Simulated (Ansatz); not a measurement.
Relaxation of ClH₅O₂S₂Si₂ (12 atoms, charge 0, multiplicity 1), to a largest force component of 0.015 eV/Å in at most 40 steps.

Method: RKS B3LYP-D4/def2-SVP in Ansatz 0.2.0.

```xyz
12
Properties=species:S:1:pos:R:3:forces:R:3
O -0.603 -1.189 -1.588 -1.60 1.68 0.18
Si -0.769 -0.595 -0.042 0.95 -0.91 -0.96
O -0.793 -1.921 0.934 1.52 0.58 0.62
S -2.643 0.262 0.155 -1.36 -0.01 1.14
Si 0.932 0.941 0.475 0.28 -0.30 1.35
S 2.866 0.159 0.007 0.20 -0.65 -0.21
Cl 0.727 2.682 -0.581 -0.41 0.68 -0.47
H 0.121 -1.738 -1.784 1.66 -1.18 -0.41
H -1.621 -2.337 1.088 -1.25 -0.69 0.23
H -2.626 1.083 -0.867 0.17 0.72 -0.96
H 0.912 1.327 1.952 -0.13 -0.11 -0.59
H 3.573 1.271 0.286 -0.04 0.19 0.09
```

Where does it end, and by what steps?

The run converged. The force dipped under the threshold on the way, but the program's further checks kept it going. After 14 steps the energy has fallen by 0.381 eV; H8 moved furthest, 0.64 Å.

```csv
step,energy less start (eV),largest force component (eV/Å),accepted
0,0.0000,1.684,yes
1,-0.2660,0.648,yes
2,-0.3272,0.445,yes
3,-0.3434,0.270,yes
4,-0.3588,0.579,yes
5,-0.3654,0.164,yes
6,-0.3404,0.572,no
7,-0.3771,0.050,yes
8,-0.3743,0.166,no
9,-0.3788,0.029,yes
10,-0.3800,0.015,yes
11,-0.3805,0.067,yes
12,-0.3807,0.044,yes
13,-0.3809,0.011,yes
14,-0.3810,0.012,yes
```

```xyz
12
Properties=species:S:1:pos:R:3
O -0.586 -1.051 -1.531
Si -0.823 -0.577 0.046
O -0.740 -1.807 1.155
S -2.774 0.308 0.133
Si 0.890 0.920 0.578
S 2.716 -0.123 0.078
Cl 0.626 2.558 -0.703
H 0.334 -1.135 -1.818
H -1.386 -2.522 1.084
H -2.631 0.930 -1.061
H 0.930 1.476 1.956
H 3.521 0.966 0.117
```

Whether the end is a true minimum wasn't checked by a vibrational analysis.

Time of the run: 83 s on 2 threads of AMD EPYC 7B13 (Zen 3), on a shared host, peak memory 0.46 GiB.
